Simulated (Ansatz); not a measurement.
Question: Name a neutral molecule of Al, C, Cl, Si and H with LUMO energy (ωB97M-V/def2-TZVPP) between 0.65 and 0.95 eV and LUMO energy (PBE/def2-TZVPP) between -2.15 and -1.85 eV (Ansatz, PBE0-D4/def2-TZVP geometry).

Answer: `C=C(Cl)[SiH2][AlH2]` (0.73 eV, -2.07 eV); `[SiH3][CH2][AlH][SiH2]Cl` (0.68 eV, -1.95 eV). Other molecules can fit too; these were computed, each in one conformer that needn't be the lowest.
